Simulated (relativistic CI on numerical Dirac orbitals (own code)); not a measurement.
Calculated at this level of theory: Dirac-Coulomb-Breit CI, orbitals from a KLI potential per configuration, model QED (radiative potential, 1s self-energy scaled to tabulated hydrogen-like ionisation energies), unscaled Slater integrals (own radial code, finite nucleus).

The strongest absorption lines from the ground level of an ion, among the configurations computed and to levels below about 272 eV (vacuum wavelength in Å, gf): 46.211 (0.038), 46.511 (0.12), 47.149 (0.59), 47.394 (0.07), 47.548 (0.04), 47.775 (0.19), 48.083 (0.071), 48.239 (0.16).

(1) Which ion is it?
A. Au XXXII
B. Pb XXXIII
C. Ra XLI
D. Pb XXXV

## Answers

(1) D. Pb XXXV has 48 electrons and the ground level 4s2 4p6 4d10 4f2 3H_4; the strongest line goes to 4s2 4p6 4d9 4f3 3I°_5. The pattern of lines fixes the number of electrons, and along that sequence the line energies rise steadily with the charge (about as its square where n changes within one kind of shell, about linearly where n is kept but much faster in heavy ions where fine structure, which grows about as Z⁴, sets the gap, and irregularly where shells cross), which fixes Z. Configurations outside the model, such as inner-shell arrays, can give stronger lines. At this charge energies of transitions that change n are usually good to better than 1 %, and those within a shell (Δn = 0) to a few per cent. Terms inside the open d or f shell come out 10 to 20 % too wide with unscaled integrals.

LS names give the leading component of a level, which can be under half, so a name can repeat, a term be missing and a line seem to break the LS rules.
